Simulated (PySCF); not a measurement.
## C₆ coefficients of unlike pairs at PBE0

Calculated with PySCF 2.14 from the dipole response of each species, C₆(A,B) = (3/π) ∫ α_A(iu) α_B(iu) du, in atomic units, from isotropic polarisabilities. For ions this is the dispersion term alone; charge-induced terms of lower order in 1/R come first.

| species | configuration | basis | relativity | α (bohr³) | C₆ (like pair) |
| --- | --- | --- | --- | --- | --- |
| Al²⁺ | [Ne] 3s1 (2S) | dyall-acv3z (19s12p6d4f) | spin-free X2C | 14.03 | 38.18 |
| Sc³⁺ | [Ar] (1S) | dyall-av2z (16s12p7d2f) | none | 2.126 | 5.610 |
| Re²⁺ | [Xe] 4f14 5d5 (6S) | x2c-TZVPPall with one added diffuse shell each of s, p, d, f type (12s8p8d4f1g) | spin-free X2C | 11.91 | 73.95 |
| Ba⁺ | [Xe] 6s1 (2S) | def2-TZVPPD with the def2 core potential (46 electrons) (6s4p3d1f) | core potential | 134.5 | 1533 |

Problem. Estimate C₆ for Ba⁺ with Sc³⁺.

Solution. The integral gives 55.74. The combination rule 2 C_A C_B / (C_A α_B/α_A + C_B α_A/α_B) gives 45.38 and the geometric mean 92.75.

No spin-orbit coupling is included.

The other pairs:

| pair | C₆ |
| --- | --- |
| Re²⁺, Al²⁺ | 47.05 |
| Sc³⁺, Al²⁺ | 10.58 |
| Ba⁺, Re²⁺ | 258.2 |
| Ba⁺, Al²⁺ | 228.6 |
| Re²⁺, Sc³⁺ | 19.43 |
